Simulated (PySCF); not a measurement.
Al(H)(Cl)(OEt) (C₂H₆AlClO), SMILES [AlH]([Cl])[O]CC. Atoms are numbered in the order given.

```xyz
11

Al    -1.0361     0.6726     0.1561
H     -2.5022     1.2069     0.2578
Cl     0.4110     1.6789    -0.9911
O     -0.5886    -0.7298     0.9805
C      0.5516    -1.5461     1.0940
C      0.9283    -2.1782    -0.2384
H      1.4045    -0.9581     1.4825
H      0.3372    -2.3321     1.8389
H      1.1880    -1.4013    -0.9761
H      1.7974    -2.8459    -0.1256
H      0.0871    -2.7700    -0.6335
```
Charge 0, spin multiplicity 1.

Geometry optimised at ωB97X-D3(BJ)/def2-SVP. The structure was generated by enumeration; whether it is a known compound was not checked. Other conformers were not sampled.

Two levels are set side by side: PBE/pcSseg-1 (PySCF) and KT2/pcSseg-1 (PySCF). GIAO shifts against H2O (¹⁷O), HCl (³⁵Cl), TMS (¹H), TMS (¹³C) at the same level; non-relativistic, no solvent, atoms listed together averaged. Without spin–orbit terms, shifts of atoms bonded to Cl or Br come out too high at both levels. Differences are taken from unrounded values.

| quantity | KT2 | PBE | PBE minus KT2 |
|---|---|---|---|
| δ(¹H) of H2 (ppm) | 4.64 | 4.60 | -0.04 |
| δ(³⁵Cl) of Cl3 (ppm) | 64.0 | 62.0 | -2.0 |
| δ(¹⁷O) of O4 (ppm) | 122.0 | 124.9 | 2.9 |
| δ(¹³C) of C5 (ppm) | 68.1 | 68.8 | 0.7 |
| δ(¹³C) of C6 (ppm) | 26.6 | 26.3 | -0.2 |

Rough cost on one machine, each run with all the roots and properties that it gave: KT2 against PBE within a factor of 2.
